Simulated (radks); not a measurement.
Species: Ca3+. Configuration: [Ne] 3s2 3p4 4d1 (not the ground configuration). Calculated with a radial shooting solver on a logarithmic mesh with Libxc functionals: scalar-relativistic Kohn-Sham, PBE, spin-polarised, spherical densities, finite nucleus; open shells are filled with parallel spins first; Fermi nuclear charge, rms radius 3.4776 fm.

Unscreened Slater integrals over Kohn-Sham orbitals (cm^-1). They are taken over the spin-up orbitals.

integral,value
"F0(4d,4d)",53107
"F2(4d,4d)",27998
"F4(4d,4d)",19135
"F0(4d,3p)",70130
"F2(4d,3p)",15038
"G1(4d,3p)",6252.1
"G3(4d,3p)",5061.5
"F0(4d,3s)",70670
"G2(4d,3s)",6033.9
"F0(4d,2p)",77459
"F2(4d,2p)",6469.5
"G1(4d,2p)",4843.4
"G3(4d,2p)",2762.1
"F0(3p,3p)",170340
"F2(3p,3p)",86706
"F0(3p,3s)",174920
"G1(3p,3s)",117140
"F0(3p,2p)",229850
"F2(3p,2p)",45318
"G0(3p,2p)",18225
"G2(3p,2p)",18753
"F0(3s,3s)",179990
"F0(3s,2p)",238080
"G1(3s,2p)",19836
"F0(2p,2p)",614330
"F2(2p,2p)",287130

Derived for the open shells (J is the average intra-shell exchange parameter used in DFT+U). 3p: J = F2/5 = 17340 cm^-1; in LS coupling 1D lies 6 F2/25 = 20810 cm^-1 above 3P. 4d: Racah B = F2/49 - 5 F4/441 = 354.4 cm^-1, C = 35 F4/441 = 1519 cm^-1, C/B = 4.28, F4/F2 = 0.683, J = (F2 + F4)/14 = 3367 cm^-1.
